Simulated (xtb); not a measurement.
CH$_{3}$S (SMILES C[S]), doublet, from a rough starting geometry; GFN2-xTB (xtb).

Here is a job for xtb.
```
$ xtb mol.xyz --gfn 2 --uhf 1 --opt vtight --json

# file mol.xyz
5

C     -0.12124163    -0.02421889     0.01226514
S      1.64983677     0.08633160    -0.00047982
H     -0.48857137    -0.60342214    -0.81833958
H     -0.54007587    -0.40563376     0.95620958
H     -0.52797080     1.03315161    -0.08049496
```

Q: Predict the main parts of the log of this xtb run.

A: 
```
   ID    Z sym.   atoms
    1    6 C      1
    2   16 S      2
    3    1 H      3-5

           -------------------------------------------------
          |                Calculation Setup                |
           -------------------------------------------------

           -------------------------------------------------
          |                 G F N 2 - x T B                 |
           -------------------------------------------------

          ...................................................
          :                      SETUP                      :
          :.................................................:
          :  # basis functions                  17          :
          :  # atomic orbitals                  16          :
          :  # shells                            8          :
          :  # electrons                        13          :
          :  max. iterations                   250          :
          :  Hamiltonian                  GFN2-xTB          :
          :  restarted?                      false          :
          :  GBSA solvation                  false          :
          :  PC potential                    false          :
          :  electronic temp.          300.0000000     K    :
          :  accuracy                    1.0000000          :
          :  -> integral cutoff          0.2500000E+02      :
          :  -> integral neglect         0.1000000E-07      :
          :  -> SCF convergence          0.1000000E-05 Eh   :
          :  -> wf. convergence          0.1000000E-03 e    :
          :  Broyden damping             0.4000000          :
          :  net charge                          0          :
          :  unpaired electrons                  1          :
          ...................................................

 iter      E             dE          RMSdq      gap      omega  full diag
   1     -6.9123251 -0.691233E+01  0.383E+00    5.90       0.0  T
   2     -6.9152765 -0.295139E-02  0.497E+00    5.62       1.0  T
   3     -6.9192903 -0.401377E-02  0.231E+00    5.65       1.0  T
   4     -6.9199251 -0.634800E-03  0.706E-01    5.66       1.0  T
   5     -6.9201166 -0.191548E-03  0.334E-01    5.63       1.0  T
   6     -6.9201242 -0.764107E-05  0.709E-02    5.63       1.0  T
   7     -6.9201202  0.406133E-05  0.106E-01    5.63       1.0  T
   8     -6.9201245 -0.430216E-05  0.123E-02    5.63       3.6  T
   9     -6.9201247 -0.174135E-06  0.347E-03    5.63      12.9  T
  10     -6.9201247 -0.109965E-08  0.577E-04    5.63      77.5  T
  11     -6.9201247 -0.577076E-10  0.616E-04    5.63      72.6  T

   *** convergence criteria satisfied after 11 iterations ***

         :::::::::::::::::::::::::::::::::::::::::::::::::::::
         ::                     SUMMARY                     ::
         :::::::::::::::::::::::::::::::::::::::::::::::::::::
         :: total energy              -6.864245758185 Eh    ::
         :: gradient norm              0.044956577882 Eh/a0 ::
         :: HOMO-LUMO gap              5.626055625995 eV    ::
         ::.................................................::
         :: SCC energy                -6.920124625811 Eh    ::
         :: -> isotropic ES            0.002575502719 Eh    ::
         :: -> anisotropic ES          0.000854393995 Eh    ::
         :: -> anisotropic XC          0.003551905638 Eh    ::
         :: -> dispersion             -0.001429757473 Eh    ::
         :: repulsion energy           0.055878867626 Eh    ::
         :: add. restraining           0.000000000000 Eh    ::
         :: total charge               0.000000000000 e     ::
         :::::::::::::::::::::::::::::::::::::::::::::::::::::

      -----------------------------------------------------------
     |                   =====================                   |
     |                        A N C O P T                        |
     |                   =====================                   |
[...]
 * total energy  :    -6.8642458 Eh     change       -0.9810641E-10 Eh
 * total energy  :    -6.8662624 Eh     change       -0.2016651E-02 Eh
 * total energy  :    -6.8665312 Eh     change       -0.2687815E-03 Eh
 * total energy  :    -6.8665510 Eh     change       -0.1976029E-04 Eh
 * total energy  :    -6.8665576 Eh     change       -0.6692729E-05 Eh
 * total energy  :    -6.8665578 Eh     change       -0.1952075E-06 Eh
 * total energy  :    -6.8665579 Eh     change       -0.1536960E-07 Eh
   *** GEOMETRY OPTIMIZATION CONVERGED AFTER 7 ITERATIONS ***
         :: total energy              -6.866557854668 Eh    ::
[...]
         :: add. restraining           0.000000000000 Eh    ::
         :: total charge               0.000000000000 e     ::
         :::::::::::::::::::::::::::::::::::::::::::::::::::::

           -------------------------------------------------
          |                Property Printout                |
           -------------------------------------------------

    * Orbital Energies and Occupations

         #    Occupation            Energy/Eh            Energy/eV
      -------------------------------------------------------------
         1        2.0000           -0.7156494             -19.4738
         2        2.0000           -0.6151866             -16.7401
         3        2.0000           -0.5129799             -13.9589
         4        2.0000           -0.5129778             -13.9588
         5        2.0000           -0.4817061             -13.1079
         6        1.5000           -0.3815434             -10.3823
         7        1.5000           -0.3815433             -10.3823 (HOMO)
         8                         -0.1765636              -4.8045 (LUMO)
         9                         -0.0046397              -0.1263
        10                         -0.0046388              -0.1262
        11                          0.0101794               0.2770
        12                          0.0101801               0.2770
        13                          0.1272313               3.4621
        14                          0.2150621               5.8521
        15                          0.2150849               5.8528
        16                          0.3229376               8.7876
      -------------------------------------------------------------
                  HL-Gap            0.2049797 Eh            5.5778 eV
             Fermi-level           -0.3302984 Eh           -8.9879 eV

     #   Z          covCN         q      C6AA      α(0)
     1   6 C        3.746    -0.053    21.587     6.627
     2  16 S        0.972    -0.151   145.475    20.400
     3   1 H        0.925     0.068     2.108     2.271
     4   1 H        0.925     0.068     2.108     2.271
     5   1 H        0.925     0.068     2.108     2.271

 Mol. C6AA /au·bohr⁶  :        441.646413
 Mol. C8AA /au·bohr⁸  :      15445.064832
 Mol. α(0) /au        :         33.839187

Wiberg/Mayer (AO) data.
largest (>0.10) Wiberg bond orders for each atom

 ---------------------------------------------------------------------------
     #   Z sym  total        # sym  WBO       # sym  WBO       # sym  WBO
 ---------------------------------------------------------------------------
     1   6 C    3.963 --     2 S    1.055     3 H    0.969     5 H    0.969
                             4 H    0.969
     2  16 S    1.084 --     1 C    1.055
     3   1 H    0.979 --     1 C    0.969
     4   1 H    0.979 --     1 C    0.969
     5   1 H    0.979 --     1 C    0.969
 ---------------------------------------------------------------------------

Topologies differ in total number of bonds
Writing topology from bond orders to xtbtopo.mol

molecular dipole:
                 x           y           z       tot (Debye)
 q only:       -0.648      -0.019      -0.002
   full:       -0.955      -0.029      -0.002       2.430
molecular quadrupole (traceless):
                xx          xy          yy          xz          yz          zz
 q only:       -1.653      -0.106       0.825      -0.031      -0.001       0.829
  q+dip:       -4.197      -0.236       2.094      -0.053      -0.002       2.103
   full:       -3.568      -0.207       1.780      -0.050      -0.002       1.788

optimized geometry written to: xtbopt.xyz

           -------------------------------------------------
          | TOTAL ENERGY               -6.866557854668 Eh   |
          | GRADIENT NORM               0.000016130443 Eh/α |
          | HOMO-LUMO GAP               5.577780996070 eV   |
           -------------------------------------------------

normal termination of xtb
```
